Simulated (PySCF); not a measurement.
AlBr3, charge +1, doublet, geometry from GFN2-xTB of the parent state (such geometries of metal compounds can be far from the true shape) (a state made from the parent by changing its charge; the spin is typed, not shown lowest).

The PySCF input:
```python
from pyscf import gto, scf, dft

mol = gto.Mole()
mol.atom = '''
    Al   -0.321893    0.114796   -0.204067
    Br   -1.836606   -1.774117    0.108688
    Br    0.352064    2.303548   -1.049828
    Br    1.604102   -0.572070    1.016936
'''
mol.basis = 'aug-cc-pvdz'
mol.charge = 1
mol.spin = 1
mol.verbose = 4
mol.build()

mf = dft.UKS(mol)
mf.xc = 'm062x'
mf = mf.density_fit(auxbasis='def2-universal-jkfit')
mf.kernel()
```

**Question.** What does this run give for the HOMO energy, total energy?

**Answer.** 
| Property | Result |
|---|---|
| HOMO energy | -14.56 eV |
| total energy | -7964.7248 Eh |

These values belong to the state on which the SCF converged, which isn't shown to be the lowest.

**Question.** Roughly what does it cost on one core?

**Answer.** roughly 40 core-seconds.
